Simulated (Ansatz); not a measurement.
The cluster Pd₃H₂⁻. Charge -1, multiplicity 2. Geometry PBE-D4/def2-TZVPD, basis def2-TZVPD, Ansatz.

```xyz
5

Pd    0.536   -0.725    0.887
Pd    2.219   -0.090   -1.031
Pd   -0.187    0.922   -0.867
H    -0.835   -0.888    1.639
H    -1.732    0.781   -0.629
```

| run | HOMO (eV) | LUMO (eV) |
| --- | --- | --- |
| A | -0.31 | 0.03 |
| B | -0.23 | 0.57 |
| C | -0.13 | 0.35 |
| D | -0.68 | 1.38 |
| E | -2.31 | 2.97 |

In the def2 sets Pd takes a core potential; there is no spin–orbit coupling. No other spin state of charge -1 was run. Another isomer (doublet) lies 0.86 eV lower at PBE0-D4/def2-TZVPD; other spin states weren't run for this one.

HOMO and LUMO are taken over both spins.

Task: The runs used LDA (SPW92), PBE, PBE0, r2SCAN, ωB97M-V. Estimate which is which.

Result: A LDA (SPW92) (0 % exact exchange); B r2SCAN (0 % exact exchange); C PBE (0 % exact exchange); D PBE0 (25 % exact exchange); E ωB97M-V (range-separated). Exact exchange lowers occupied and raises empty levels; among semilocal functionals meta-GGAs tend to open the gap a little, and such runs are hard to tell apart. The gap grows from 0.35 eV (LDA (SPW92)) to 5.28 eV (ωB97M-V). At ωB97M-V/def2-TZVPD the charge -1 doublet is spin-contaminated (final ⟨S²⟩ up to 1.03, 0.75 for a pure state).
